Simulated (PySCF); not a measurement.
Potassium: highly charged ions in a basis for the neutral atom

K(9+) [Ne], K(10+) [He] 2s2 2p5. Calculation: PySCF 2.14, in x2c-SVPall (5s3p2d, 24 functions); the spin-free X2C one-electron Hamiltonian (Gaussian nucleus). No spin-orbit coupling, so a gap to NIST mixes the basis error with missing relativistic terms.

Changed run: basis of the neutral atom used for a highly charged ion. This setting is unsound on purpose.

| species | method | sound run (hartree) | changed run (hartree) | converged |
| --- | --- | --- | --- | --- |
| K(9+) | UHF | not run | -573.31413 | yes |
| K(9+) | MN15 | not run | -573.86950 | yes |
| K(9+) | LDA | not run | -571.92999 | yes |
| K(10+) | UHF | not run | -554.68573 | yes |
| K(10+) | MN15 | not run | -555.15891 | yes |
| K(10+) | LDA | not run | -553.26335 | yes |

Ionisation energy of K(9+):

```tsv
method	changed run (eV)	NIST (eV)
UHF	506.90	503.67 ± 0.07
MN15	509.14	503.67 ± 0.07
LDA	507.94	503.67 ± 0.07
```

The contracted functions were made for the neutral atom and can be too rigid for a highly charged ion.
